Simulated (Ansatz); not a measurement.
Two isomers of CH8N2OSi: A = `N[SiH2]NCO`, B = `NC[SiH](N)O`.

Program: Ansatz. Geometries: PBE0-D4/def2-TZVP. ΔE: electronic, gas phase. CBS: MP2 limit from def2 TZ/QZ plus the TZ coupled-cluster correction, frozen cores. DFT in def2-TZVPP. B3LYP here is the variant with VWN-RPA as its local correlation; programs differ in this. One conformer a species, not always the lowest.

A:

```xyz
13

N    -1.018    1.136   -1.773
Si   -1.035   -0.104   -0.597
N     0.098    0.280    0.634
C     0.887   -0.649    1.379
O     2.271   -0.391    1.293
H    -0.194    1.369   -2.302
H    -1.863    1.400   -2.250
H    -0.616   -1.469   -1.032
H    -2.466   -0.168   -0.181
H     0.123    1.220    1.000
H     0.651   -1.659    1.020
H     0.668   -0.611    2.450
H     2.495   -0.354    0.358
```

B:

Z-matrix (Å, degrees):
```
C
Si 1 1.871
N 1 1.464 2 107.4
H 1 1.101 2 111.2 3 -126.3
H 1 1.095 2 107.5 3 117.2
O 2 1.654 1 102.5 3 61.3
N 2 1.710 1 113.4 3 -58.5
H 2 1.490 1 112.6 3 -178.8
H 3 1.012 1 111.4 2 178.5
H 3 1.013 1 109.8 2 -62.9
H 6 0.958 2 115.6 1 -159.8
H 7 1.005 2 120.8 1 -113.0
H 7 1.008 2 119.7 1 34.8
```

Which is lower in electronic energy at CCSD(T)/CBS, and by how much? (Estimate.)

Ansatz gave: B, by 24.0 kcal/mol.

Give E(B) − E(A) in kcal/mol with MP2/def2-TZVPP, r2SCAN-D4, ωB97M-V, CCSD/def2-TZVPP, B3LYP-D4, CCSD(T)/def2-TZVPP, B2PLYP. (Best estimate.)

Computed: MP2/def2-TZVPP -24.4, r2SCAN-D4 -23.5, ωB97M-V -23.8, CCSD/def2-TZVPP -23.3, B3LYP-D4 -22.8, CCSD(T)/def2-TZVPP -23.3, B2PLYP -23.0. None reverses the order clearly.

Largest T1 diagnostic: 0.011.

In def2-TZVPP, CCSD(T) changes the Hartree–Fock value by −1.7 kcal/mol (the triples alone add +0.0 kcal/mol) and MP2 by −2.8 kcal/mol. The D4 term adds −0.7 kcal/mol with B3LYP and −0.4 kcal/mol with PBE0; it sums over pairs of atoms, weighted by their polarisabilities, and B3LYP, whose exchange is more repulsive, gets the larger term.
